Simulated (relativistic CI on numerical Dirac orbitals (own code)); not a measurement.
## Mn⁺ in a cubic cluster: 1s photoemission with charge transfer

Computed with a charge-transfer multiplet model of a cubic metal-ligand cluster with up to 3 ligand holes, Slater and spin-orbit integrals from Dirac-Coulomb-Breit ions, Slater integrals scaled by 0.8. The ground state mixes d6 with configurations of k ligand holes L, whose averages lie at kΔ + k(k − 1)U_dd/2; a core hole lowers each added d electron by U_cd. 300 K, Lorentzian 1.1 eV and Gaussian 0.6 eV FWHM.

Atomic integrals in eV (Slater integrals scaled, ζ unscaled), ground: F2dd 7.203, F4dd 4.433, zeta_d 0.031; with the core hole: F2dd 8.786, F4dd 5.456, zeta_d 0.050, G2cd 0.043.

Cluster parameters (eV): Δ = 7.2, U_dd = 5.8, 10Dq = 1.15, 10Dq(ligand) = 0.1, V(eg) = 1.75, V(t2g) = -0.92, final-state hopping factor = 1.

| Case | n_d | d6 | d7L | d8L2 | d9L3 | S |
| --- | --- | --- | --- | --- | --- | --- |
| U_cd = 5.2 eV | 6.09 | 0.92 | 0.08 | 0.00 | 0.00 | 2.00 |
| U_cd = 5.8 eV | 6.09 | 0.92 | 0.08 | 0.00 | 0.00 | 2.00 |
| U_cd = 6.4 eV | 6.09 | 0.92 | 0.08 | 0.00 | 0.00 | 2.00 |
| U_cd = 7 eV | 6.09 | 0.92 | 0.08 | 0.00 | 0.00 | 2.00 |
| U_cd = 7.6 eV | 6.09 | 0.92 | 0.08 | 0.00 | 0.00 | 2.00 |

Weights, n_d and S are thermal averages at 300 K. Binding energies count from the first peak over 30 % of the highest in each spectrum, which can be another peak from case to case. The parameters are a model scan and need not match a compound or its usual spin state. Peaks in eV (height, largest 100):
- U_cd = 5.2 eV: 0.0 (100)
- U_cd = 5.8 eV: 0.0 (100), 3.7 (6), 5.2 (6), 6.5 (5)
- U_cd = 6.4 eV: 0.0 (100), 3.3 (8), 4.9 (9), 6.2 (7)
- U_cd = 7 eV: 0.0 (100), 3.0 (11), 4.6 (12), 5.9 (11)
- U_cd = 7.6 eV: 0.0 (100), 2.7 (14), 4.4 (15), 5.7 (17)

Curve for U_cd = 6.4 eV (points under 2 left out, the grid thinned):

| E (eV) | Intensity |
| --- | --- |
| -4.1 | 2.1 |
| -3.8 | 2.5 |
| -3.6 | 2.8 |
| -3.3 | 3.3 |
| -3.0 | 3.9 |
| -2.8 | 4.5 |
| -2.5 | 5.6 |
| -2.3 | 6.6 |
| -2.0 | 8.6 |
| -1.7 | 11.8 |
| -1.5 | 14.9 |
| -1.2 | 22.2 |
| -0.9 | 35.3 |
| -0.7 | 49.1 |
| -0.4 | 76.5 |
| -0.1 | 98.2 |
| 0.1 | 98.3 |
| 0.4 | 77.1 |
| 0.6 | 58.2 |
| 0.9 | 35.9 |
| 1.2 | 22.8 |
| 1.4 | 17.5 |
| 1.7 | 12.5 |
| 2.0 | 9.7 |
| 2.2 | 8.5 |
| 2.5 | 7.6 |
| 2.8 | 7.6 |
| 3.0 | 7.9 |
| 3.3 | 8.2 |
| 3.5 | 8.0 |
| 3.8 | 7.3 |
| 4.1 | 6.9 |
| 4.3 | 7.2 |
| 4.6 | 8.1 |
| 4.9 | 8.6 |
| 5.1 | 8.2 |
| 5.4 | 7.2 |
| 5.7 | 6.9 |
| 5.9 | 7.2 |
| 6.2 | 7.5 |
| 6.4 | 7.0 |
| 6.7 | 5.5 |
| 7.0 | 3.8 |
| 7.2 | 2.9 |
| 7.5 | 2.1 |

For the case U_cd = 7 eV, Δ = 7.2 eV is larger than U_dd = 5.8 eV, the Mott-Hubbard side of the Zaanen-Sawatzky-Allen scheme. With the core hole the configuration with one ligand hole lies at Δ − U_cd = 2.0, 1.4, 0.8, 0.2, -0.4 eV from the one without, in the order of the table; where this is negative the screened configuration lies lower, though the effective hopping of about 2.8 eV (from the holes of the mixed ground state) mixes the two strongly wherever it is as large as the gap.
